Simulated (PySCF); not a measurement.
Mg(F)(NMe2) (C2H6FMgN), SMILES C[N](C)[Mg][F].

Geometry: B3LYP-D3(BJ)/def2-SVP. The values are those of a single conformer.

Two levels are set side by side: PBE/def2-TZVP (PySCF) and B3LYP/def2-TZVP (PySCF). Same geometry, gas phase. Differences are taken from unrounded values.

| quantity | B3LYP | PBE | PBE minus B3LYP |
|---|---|---|---|
| orbital gap (eV) | 3.90 | 2.42 | -1.48 |
| highest occupied level (eV) | -5.53 | -4.48 | 1.05 |
| lowest empty level (eV) | -1.63 | -2.06 | -0.43 |
| dipole moment (D) | 1.74 | 1.70 | -0.04 |
| mean polarisability (bohr³) | 55.3 | 59.2 | 3.9 |

PBE's occupied levels lie high since its potential decays too fast outside the molecule; exact exchange lowers them and widens the gap. PBE's more diffuse valence density responds more strongly to a field. Differences between two approximate levels are no errors against the true value.

Rough cost on one machine, each run with all the roots and properties that it gave: B3LYP against PBE within a factor of 2.
